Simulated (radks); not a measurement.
Polarisabilities and homonuclear dispersion coefficients (atomic units). Calculated with a radial shooting solver on a logarithmic mesh with Libxc functionals: scalar-relativistic Kohn-Sham, LB94 model potential, spin-polarised, spherical densities, finite nucleus; open shells are filled with parallel spins first (spin-orbit coupling, left out, can overturn this in heavy ions); Fermi nuclear charge, rms radius of each element as measured or else 0.836 A^(1/3) + 0.57 fm. Response by self-consistent Sternheimer equations with the Hartree and adiabatic LDA kernel, the relativistic mass of each level held fixed and spin-orbit coupling left out. For heavy and open-shell atoms this level of theory can miss by tens of per cent. "Uncoupled" leaves out the induced potential. Quadrupole and octupole values are given only where no p, d or f shell is open.

species	configuration	alpha1 (bohr^3)	alpha1, uncoupled	alpha2 (bohr^5)	alpha3 (bohr^7)	C6	C8	recommended alpha1
Zr	[Kr] 4d2 5s2	92.44	181.2	-	-	1158	-	112 +/- 13
Zr+	[Kr] 4d2 5s1	46.70	70.11	-	-	367.5	-	-
Zr2+	[Kr] 4d2	11.10	15.16	-	-	55.11	-	-
Zr3+	[Kr] 4d1	5.391	7.858	-	-	22.63	-	-
Zr4+	[Kr]	3.025	4.800	6.004	24.60	10.94	125.1	-
Zr5+	[Ar] 3d10 4s2 4p5	2.476	3.926	-	-	7.637	-	-
Zr6+	[Ar] 3d10 4s2 4p4	2.057	3.259	-	-	5.377	-	-

Recommended values: Schwerdtfeger and Nagle, table of static dipole polarisabilities (2023 update), measured or computed.
